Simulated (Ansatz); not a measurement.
Ansatz (a quantum-chemistry and plane-wave program) input (B3LYP-D3(BJ)/def2-TZVP):

Ansatz 0.2 input:
```yaml
crystal:
  periodic: [false, false, false]
  atoms:
    - {symbol: Hg, position_ang: [-0.45273570, 0.36504735, -0.34978052]}
    - {symbol: Cl, position_ang: [2.01499099, -0.60960969, -0.14605582]}
    - {symbol: Cl, position_ang: [0.11552998, -1.10826018, 1.79208180]}
basis:
  gaussian:
    orbitals: def2-TZVP
hamiltonian:
  xc: b3lyp
  dispersion: d3bj
magnetization: {spin_polarized: true, initial_magnetization: 2}
phonons: {temperatures: {t_min: 298.15, t_max: 298.15, t_step: 100}}
```

Output:

```
Functional definition: B3LYP
integrals: 0.05 GiB planned
945 factors; their error is unknown
mean field: 0.61 GiB planned
mean field evaluation 1: about -29222.6396 eV, gradient 1.5e1 eV
mean field evaluation 2: about -29220.8808 eV, gradient 2.5e1 eV
mean field evaluation 4: about -29223.9760 eV, gradient 9.3e-1 eV
mean field evaluation 8: about -29224.0622 eV, gradient 3.0e-2 eV
mean field evaluation 16: about -29224.0622 eV, gradient 7.9e-5 eV
mean field -29224.06219905 eV, -1073.9644770342 hartree, gradient 1.4e-5 eV, S^2 2.006589; 4 other end points of the search recorded, 0 dependent functions left out
the calculation of the forces begins
reference -29224.06242933 eV, -1073.9644854968 hartree; 28, 26 occupied and 89, 91 virtual orbitals, 945 factors
these checks for a lower state are left out or cut short: stability, starts, cluster_reference, orbital_swaps, neighbouring_geometries, increment
integrals: 0.05 GiB planned
945 factors; their error is unknown
mean field: 0.61 GiB planned
mean field evaluation 32: about -29224.0622 eV, gradient 9.0e-2 eV
mean field -29224.06217170 eV, -1073.9644760291 hartree, gradient 2.0e-6 eV, S^2 2.006585; 0 other end points of the search recorded, 0 dependent functions left out
the calculation of the forces begins
reference -29224.06240196 eV, -1073.9644844909 hartree; 28, 26 occupied and 89, 91 virtual orbitals, 945 factors
these checks for a lower state are left out or cut short: stability, starts, cluster_reference, orbital_swaps, neighbouring_geometries, increment
integrals: 0.05 GiB planned
945 factors; their error is unknown
mean field: 0.61 GiB planned
mean field -29224.06221419 eV, -1073.9644775906 hartree, gradient 2.1e-6 eV, S^2 2.006592; 0 other end points of the search recorded, 0 dependent functions left out
the calculation of the forces begins
reference -29224.06244449 eV, -1073.9644860540 hartree; 28, 26 occupied and 89, 91 virtual orbitals, 945 factors
these checks for a lower state are left out or cut short: stability, starts, cluster_reference, orbital_swaps, neighbouring_geometries, increment
integrals: 0.05 GiB planned
945 factors; their error is unknown
mean field: 0.61 GiB planned
mean field -29224.06221372 eV, -1073.9644775732 hartree, gradient 2.8e-6 eV, S^2 2.006594; 0 other end points of the search recorded, 0 dependent functions left out
the calculation of the forces begins
reference -29224.06244401 eV, -1073.9644860363 hartree; 28, 26 occupied and 89, 91 virtual orbitals, 945 factors
these checks for a lower state are left out or cut short: stability, starts, cluster_reference, orbital_swaps, neighbouring_geometries, increment
integrals: 0.05 GiB planned
945 factors; their error is unknown
mean field: 0.61 GiB planned
mean field -29224.06217655 eV, -1073.9644762074 hartree, gradient 2.7e-6 eV, S^2 2.006584; 0 other end points of the search recorded, 0 dependent functions left out
the calculation of the forces begins
reference -29224.06240682 eV, -1073.9644846696 hartree; 28, 26 occupied and 89, 91 virtual orbitals, 945 factors
these checks for a lower state are left out or cut short: stability, starts, cluster_reference, orbital_swaps, neighbouring_geometries, increment
integrals: 0.05 GiB planned
945 factors; their error is unknown
mean field: 0.61 GiB planned
mean field evaluation 64: about -29224.0622 eV, gradient 2.2e-6 eV
mean field -29224.06222601 eV, -1073.9644780252 hartree, gradient 2.1e-6 eV, S^2 2.006596; 0 other end points of the search recorded, 0 dependent functions left out
the calculation of the forces begins
reference -29224.06245632 eV, -1073.9644864889 hartree; 28, 26 occupied and 89, 91 virtual orbitals, 945 factors
these checks for a lower state are left out or cut short: stability, starts, cluster_reference, orbital_swaps, neighbouring_geometries, increment
integrals: 0.05 GiB planned
945 factors; their error is unknown
mean field: 0.61 GiB planned
mean field -29224.06216152 eV, -1073.9644756550 hartree, gradient 2.4e-6 eV, S^2 2.006582; 0 other end points of the search recorded, 0 dependent functions left out
the calculation of the forces begins
reference -29224.06239177 eV, -1073.9644841166 hartree; 28, 26 occupied and 89, 91 virtual orbitals, 945 factors
Total energy: -29224.25175264 eV, -1073.9714430002 hartree
Atom 0 at    -0.452736     0.365047    -0.349781 Å, force     0.000020    -0.000016     0.000016 eV/Å
Atom 1 at     2.014991    -0.609610    -0.146056 Å, force    -0.000091    -0.000013     0.000075 eV/Å
Atom 2 at     0.115530    -1.108260     1.792082 Å, force     0.000071     0.000029    -0.000090 eV/Å
Dipole moment:    -0.446538     0.360050    -0.344992 e Å
Vibrations: 84.54 137.72 232.07 cm⁻¹, zero-point energy 0.028165 eV
```

The spin state was set by rule; other spins were not relaxed.
